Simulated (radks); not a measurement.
Values are calculated unless marked as measured or tabulated.
Isoelectronic series with 10 electrons, all held in the configuration [Ne], which need not be the ground one along the series. Code: a radial shooting solver on a logarithmic mesh with Libxc functionals. Model: non-relativistic Kohn-Sham, SCAN, spin-polarised, spherical densities, point nucleus; meta-GGA in the generalised Kohn-Sham scheme. Total energies (hartree) and screening constants sigma, defined by e = -(Z - sigma)^2 / (2 n^2) hartree:

| ion | E (hartree) | 2p | 2s |
|---|---|---|---|
| Ne | -128.95271 | 7.972 | 6.642 |
| Mg2+ | -199.24932 | 7.527 | 6.504 |
| Si4+ | -285.61568 | 7.348 | 6.416 |
| S6+ | -388.01551 | 7.246 | 6.356 |
| Ar8+ | -506.43366 | 7.179 | 6.314 |
| Ca10+ | -640.86365 | 7.132 | 6.283 |
| Ti12+ | -791.30177 | 7.097 | 6.259 |
| Cr14+ | -957.74540 | 7.069 | 6.239 |
| Fe16+ | -1140.19322 | 7.047 | 6.224 |
| Ni18+ | -1338.64411 | 7.029 | 6.210 |
